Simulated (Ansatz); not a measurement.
`[F][Sn][O][SiH3]` + `[OH][Mg][Cl]` → `[SiH3][O][Mg][Cl]` + `[OH][Sn][F]`  (ligand exchange at the Si–O bond)

Isolated molecules relaxed with PBE0-D4/def2-TZVP in Ansatz; ΔE leaves out vibrations. CBS: MP2 limit from def2 TZ/QZ plus the TZ coupled-cluster correction, frozen cores. Functionals use def2-TZVPP. HSE06 is defined as in plane-wave codes. def2 core potentials past Kr. For Mg, Sn outer-core shells are correlated without core-valence functions, which leaves a few kJ/mol of doubt a bond. Each species was taken in one conformer, which may not be the lowest.

```csv
level,ΔE (kJ/mol),difference from CCSD(T)/CBS
LDA (SPW92),-10.0,-0.6
r2SCAN0-D4,-8.3,1.1
CAM-B3LYP-D4,-4.5,4.9
ωB97X-V,-6.0,3.4
B2PLYP,-8.3,1.1
PBE0,-10.2,-0.8
r2SCANh,-9.9,-0.5
HSE06,-10.4,-1.0
BHLYP,-7.0,2.4
MP2/def2-TZVPP,-6.2,3.2
CCSD(T)/CBS,-9.4,0
```

Largest T1 diagnostic among the species: 0.018.

At CCSD(T), def2-SVP lies +7.4 kJ/mol from the extrapolated value and def2-TZVPP +1.0 kJ/mol. From BLYP to BHLYP (50 % exact exchange), in def2-TZVPP and without D4, ΔE moves by +4.1 kJ/mol.
